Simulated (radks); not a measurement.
Values are calculated unless marked as measured or tabulated.
Initial-state core-level shifts of the selenium ion Se3+ when its valence configuration changes from [Ar] 3d10 4s2 4p1. Level of theory: Dirac Kohn-Sham, BLYP, spin-unpolarised, spherical densities, finite nucleus; open shells fill j = l - 1/2 first; Fermi nuclear charge, rms radius 4.14 fm (a radial shooting solver on a logarithmic mesh with Libxc functionals). Shifts are changes of the shell-averaged eigenvalues in eV (positive: less bound); the change of the density at the nucleus, which sets a Mossbauer isomer shift, is in e/bohr^3, on a base of 3.978e+04.

valence,1s,2s,2p,3p,density at nucleus
3d8 4s2 4p3,-31.484,-34.772,-34.524,-26.561,+33.818
3d9 4s1 4p3,-16.763,-18.308,-18.172,-14.551,-22.302
3d9 4s2 4p2,-15.236,-16.813,-16.689,-13.053,+16.347
3d10 4s1.5 4p1.5,-0.727,-0.716,-0.711,-0.725,-17.245
3d10 4p3,-3.031,-2.967,-2.946,-3.001,-70.825
3d10 4s1 4p2,-1.443,-1.423,-1.412,-1.441,-34.762
3d8 4p5,-34.299,-37.556,-37.276,-29.335,-52.148
3d7 4s2 4p4,-48.533,-53.676,-53.307,-40.326,+52.458
3d9 4p4,-18.250,-19.766,-19.617,-16.013,-62.060
